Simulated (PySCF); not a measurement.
Ligand exchange on a metal centre used in film growth or etching (Ti F-H). All species are isolated molecules in the gas phase.

Calculation: PySCF 2.14.0 with TPSSh-D3(BJ)/def2-TZVP // BP86-D3(BJ)/def2-SVP. 

```tsv
species	mean distance from the central atom to its bonded neighbours (Å)	HOMO (eV)	HOMO–LUMO gap (eV)
0 of 4 F replaced by H ([Ti(F)4])	1.744	-11.38	7.65
1 of 4 F replaced by H ([Ti(F)3(H)])	1.727	-8.97	5.31
2 of 4 F replaced by H	1.716	-8.57	[?]
3 of 4 F replaced by H ([Ti(F)(H)3])	1.707	[?]	[?]
4 of 4 F replaced by H ([Ti(H)4])	1.702	-8.23	4.63
```

**Question.** What belongs in the gaps?

**Answer.** 
- 2 of 4 F replaced by H, HOMO–LUMO gap (eV): 4.79
- 3 of 4 F replaced by H ([Ti(F)(H)3]), HOMO (eV): -8.37
- 3 of 4 F replaced by H ([Ti(F)(H)3]), HOMO–LUMO gap (eV): 4.76
